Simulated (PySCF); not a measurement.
Input of a run (PBE0-D3(BJ)/def2-SVP geometry optimisation, gas phase (PySCF 2.14.0)), started from GFN2-xTB:
```
{"job": {"xc": "PBE0", "basis": "def2-SVP", "d3": "d3bj", "grid": 1, "kind": "geom"}, "charge": -1, "multiplicity": 1}
S      2.674429     0.212335     0.038951
C      1.010643     0.133138     0.033531
C      0.050942    -0.944934    -0.364966
B     -1.103461     0.152903     0.071832
N      0.146523     1.045712     0.396555
H      0.159752    -1.220741    -1.416593
H      0.183229    -1.850475     0.232040
H     -1.769488     0.616852    -0.818105
H     -1.743477    -0.102873     1.059671
H      0.399791     1.962736     0.744556
```

Output (energies in Eh, forces in Eh/bohr):
```
step   0  E = -556.50302900  max force = 0.018590
step   1  E = -556.50571856  max force = 0.001607
step   2  E = -556.50573660  max force = 0.001195
step   3  E = -556.50573977  max force = 0.000269
optimisation converged
```

Task: Summarise the run.

Result: The energy falls by 1.7 kcal/mol over 4 energy and gradient evaluations, the largest force component goes from 0.0186 to 2.7e-04 Eh/bohr, and the atoms move by 0.034 Å rms after alignment. Among the bonds, B4–H8 and B4–H9 change most and about equally (+0.037 Å). Bonds longer at the end by more than 0.005 Å: 9 of 10; shorter: 0. Among the angles that change most is C2–N5–H10, from 124.2° to 122.1°. The energy never rose by more than 1e-6 Eh on the way. The first step brought 99 % of the lowering.

Task: What are the final bond lengths?

Result: S1=C2 1.677 Å, C2–C3 1.519 Å, C3–B4 1.666 Å, B4–N5 1.582 Å, C2–N5 1.324 Å, C3–H6 1.103 Å, C3–H7 1.103 Å, B4–H8 1.242 Å, B4–H9 1.242 Å, N5–H10 1.016 Å. Numbering counts from 1 in the input's order; the species is `S=C1C[BH2-]N1`.

The run used 99 basis functions and 27 SCF cycles in all. Hardware: an AMD EPYC 9R45 with one thread, shared host with 96 logical CPUs at a one-minute load of 45. Cost: 5.8 s of wall time, 0.52 GiB resident at most.

No PBE0-D3(BJ)/def2-SVP frequencies stand behind this structure, so it isn't proved a minimum.
